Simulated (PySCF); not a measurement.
## Solvent effects on NMR parameters

Molfile (atoms numbered from 1):
```
C8H18BN
     RDKit          3D

 28 29  0  0  0  0  0  0  0  0999 V2000
    2.7952   -0.2435    1.1267 C   0  0  0  0  0  0  0  0  0  0  0  0
    1.7755   -0.1509    0.0782 N   0  0  0  0  0  0  0  0  0  0  0  0
    2.1512    0.8988   -0.8810 C   0  0  0  0  0  0  0  0  0  0  0  0
    0.2634    0.1556    0.6924 B   0  0  0  0  0  0  0  0  0  0  0  0
   -0.6997   -0.5536   -0.4319 C   0  0  1  0  0  0  0  0  0  0  0  0
   -1.6001    0.3795   -1.2058 C   0  0  0  0  0  0  0  0  0  0  0  0
   -2.9613    0.7277   -0.6917 C   0  0  0  0  0  0  0  0  0  0  0  0
   -2.8227   -0.1263   -1.9217 C   0  0  0  0  0  0  0  0  0  0  0  0
    0.2565   -1.3392   -1.3580 C   0  0  0  0  0  0  0  0  0  0  0  0
    1.5751   -1.4500   -0.6140 C   0  0  0  0  0  0  0  0  0  0  0  0
    2.5096   -1.0295    1.8354 H   0  0  0  0  0  0  0  0  0  0  0  0
    3.7830   -0.4681    0.6922 H   0  0  0  0  0  0  0  0  0  0  0  0
    2.8406    0.7111    1.6667 H   0  0  0  0  0  0  0  0  0  0  0  0
    1.3555    1.0256   -1.6225 H   0  0  0  0  0  0  0  0  0  0  0  0
    3.0934    0.6384   -1.3914 H   0  0  0  0  0  0  0  0  0  0  0  0
    2.2695    1.8458   -0.3416 H   0  0  0  0  0  0  0  0  0  0  0  0
    0.1727    1.3724    0.8116 H   0  0  0  0  0  0  0  0  0  0  0  0
    0.2507   -0.4176    1.7783 H   0  0  0  0  0  0  0  0  0  0  0  0
   -1.3506   -1.2789    0.0861 H   0  0  0  0  0  0  0  0  0  0  0  0
   -1.0738    1.2036   -1.7056 H   0  0  0  0  0  0  0  0  0  0  0  0
   -3.3218    1.7533   -0.8082 H   0  0  0  0  0  0  0  0  0  0  0  0
   -3.2872    0.2442    0.2339 H   0  0  0  0  0  0  0  0  0  0  0  0
   -3.0571   -1.1915   -1.8308 H   0  0  0  0  0  0  0  0  0  0  0  0
   -3.0917    0.3084   -2.8887 H   0  0  0  0  0  0  0  0  0  0  0  0
    0.4006   -0.8035   -2.3116 H   0  0  0  0  0  0  0  0  0  0  0  0
   -0.1117   -2.3400   -1.6334 H   0  0  0  0  0  0  0  0  0  0  0  0
    2.4482   -1.6872   -1.2467 H   0  0  0  0  0  0  0  0  0  0  0  0
    1.5047   -2.2127    0.1754 H   0  0  0  0  0  0  0  0  0  0  0  0
  1  2  1  0
  2  3  1  0
  2  4  1  0
  4  5  1  0
  5  6  1  0
  6  7  1  0
  7  8  1  0
  5  9  1  0
  9 10  1  0
 10  2  1  0
  8  6  1  0
  1 11  1  0
  1 12  1  0
  1 13  1  0
  3 14  1  0
  3 15  1  0
  3 16  1  0
  4 17  1  0
  4 18  1  0
  5 19  1  1
  6 20  1  0
  7 21  1  0
  7 22  1  0
  8 23  1  0
  8 24  1  0
  9 25  1  0
  9 26  1  0
 10 27  1  0
 10 28  1  0
M  CHG  2   2   1   4  -1
M  END
```

GIAO PBE0/pcSseg-1 in PySCF on one PBE0-D3(BJ)/def2-SVP conformer, non-relativistic, equivalent nuclei averaged. Solvents enter as an IEF-PCM continuum (benzene with ε = 2.3, dimethylsulfoxide with ε = 46.8) around the gas-phase geometry. Shifts are referred to TMS, BF3·OEt2 computed in the same medium.

Gas phase, δ in ppm: C10 65.7, C1 52.6, C3 49.4, C5 33.9, C9 33.6, C6 22.5, C7 7.0, C8 6.9, B4 -4.2, H28 2.59, H11/H12/H13 2.46, H17 2.46, H18 2.39, H14/H15/H16 2.35. Dipole moment 4.68 D.

Question: How does each δ change in the continuum?

Answer: 
```json
{"atoms": "C10", "environment": "sp3 CH2 bonded to N", "Δδ, benzene": "0.0", "Δδ, dimethylsulfoxide": "-0.1"}
{"atoms": "C1", "environment": "methyl carbon bonded to N", "Δδ, benzene": "+0.2", "Δδ, dimethylsulfoxide": "+0.5"}
{"atoms": "C3", "environment": "methyl carbon bonded to N", "Δδ, benzene": "+0.1", "Δδ, dimethylsulfoxide": "+0.3"}
{"atoms": "C5", "environment": "sp3 CH bonded to B", "Δδ, benzene": "0.0", "Δδ, dimethylsulfoxide": "+0.2"}
{"atoms": "C9", "environment": "sp3 CH2 in a ring", "Δδ, benzene": "+0.2", "Δδ, dimethylsulfoxide": "+0.5"}
{"atoms": "C6", "environment": "three-membered-ring carbon", "Δδ, benzene": "0.0", "Δδ, dimethylsulfoxide": "-0.1"}
{"atoms": "C7", "environment": "three-membered-ring carbon", "Δδ, benzene": "-0.2", "Δδ, dimethylsulfoxide": "-0.4"}
{"atoms": "C8", "environment": "three-membered-ring carbon", "Δδ, benzene": "-0.1", "Δδ, dimethylsulfoxide": "-0.1"}
{"atoms": "B4", "environment": "boron bonded to C, N, 2 H, in a 5-membered ring", "Δδ, benzene": "+0.1", "Δδ, dimethylsulfoxide": "+0.4"}
{"atoms": "H28", "environment": "hydrogen on an sp3 CH2 bonded to N", "Δδ, benzene": "+0.03", "Δδ, dimethylsulfoxide": "+0.05"}
{"atoms": "H11/H12/H13", "environment": "hydrogen on a methyl carbon bonded to N", "Δδ, benzene": "+0.05", "Δδ, dimethylsulfoxide": "+0.11"}
{"atoms": "H17", "environment": "hydrogen on a boron bonded to C, N, in a 5-membered ring", "Δδ, benzene": "-0.21", "Δδ, dimethylsulfoxide": "-0.49"}
{"atoms": "H18", "environment": "hydrogen on a boron bonded to C, N, in a 5-membered ring", "Δδ, benzene": "-0.18", "Δδ, dimethylsulfoxide": "-0.41"}
{"atoms": "H14/H15/H16", "environment": "hydrogen on a methyl carbon bonded to N", "Δδ, benzene": "+0.05", "Δδ, dimethylsulfoxide": "+0.13"}
```

Changes are relative to the gas phase. The dipole moment becomes 5.32 D in benzene, 6.22 D in dimethylsulfoxide.

Question: Which nuclei move most (in ppm), and what does the model miss?

Answer: C1 (methyl carbon bonded to N, +0.5 ppm) and C9 (sp3 CH2 in a ring, +0.5 ppm) and C7 (three-membered-ring carbon, -0.4 ppm) and H17 (hydrogen on a boron bonded to C, N, in a 5-membered ring, -0.49 ppm) in dimethylsulfoxide. A continuum only polarises the solute; specific hydrogen bonds, the anisotropy of aromatic solvents and changes of geometry or conformer are outside it.
